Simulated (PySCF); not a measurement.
SMILES [Br][Sn][I] (BrISn), singlet (B3LYP/def2-SVP optimised geometry):

```
3

Sn    -0.997    -1.359     0.000
Br     1.568    -1.359     0.000
I     -1.568     1.359     0.000
```

Level of theory: PySCF 2.14.0 with B3LYP/def2-TZVP, def2 effective core potentials past Kr.

**Question.** What are the frontier orbital energies and the dipole moment?

**Answer.** HOMO-2 -7.56 eV, HOMO-1 -7.44 eV, HOMO -7.22 eV, LUMO -3.56 eV, LUMO+1 -1.71 eV; dipole moment 3.03 D.

On the same geometry PBE/def2-TZVP, def2 effective core potentials past Kr (PySCF 2.14.0) gives HOMO-2 -6.75 eV, HOMO-1 -6.61 eV, HOMO -6.41 eV, LUMO -3.96 eV, LUMO+1 -2.17 eV; dipole moment 2.77 D.
